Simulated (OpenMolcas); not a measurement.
**Ta³⁺: the spin-orbit constant, worked from levels**

```yaml
Program: OpenMolcas 26.06
Basis: ANO-R3 [9s7p6d4f3g2h]
Scalar_Hamiltonian: X2C, finite nucleus
Active_space: 2 electrons in 5 orbitals (5d)
State_averaging: 2S+1 = 3 even, 10 roots; 2S+1 = 1 even, 15 roots
Spin-orbit_coupling: state interaction with AMFI integrals over the reference wave functions, term energies averaged over their components
```

Methods: CASSCF; SS-CASPT2, IPEA 0.25 Eh, imaginary shift 0.1 Eh (closed shells correlated: 5s 5p).

**The spin-orbit constant.** For the Hund term 3F of d2, E(J) = (A/2) J(J+1) + constant and ζ = 2S·A = 2A. From J = 2 to J = 4 the energy changes by 7 A.

| Source | E(4) - E(2) | A | ζ |
| --- | --- | --- | --- |
| CASSCF | 8824.1 | 1260.6 | 2521 |
| SS-CASPT2 | 9070.6 | 1295.8 | 2592 |

All in cm-1. Both methods take the spin-orbit matrix elements from the reference wave functions, so the second can move ζ only through the term energies and any multistate remixing. Second-order mixing with other terms is absorbed into this ζ.

CASPT2 breaks the degeneracy within a term, and the mean is taken; among the terms shown or strongly mixed into the levels shown the widest spread is 270 cm-1 (5d2 3F, SS-CASPT2). Without dynamic correlation excited terms often stand tens of per cent too high (terms of higher spin than the ground term too low), and those without a measured partner can miss by more than the paired ones (holds for CASSCF). Only configurations of the active space appear.
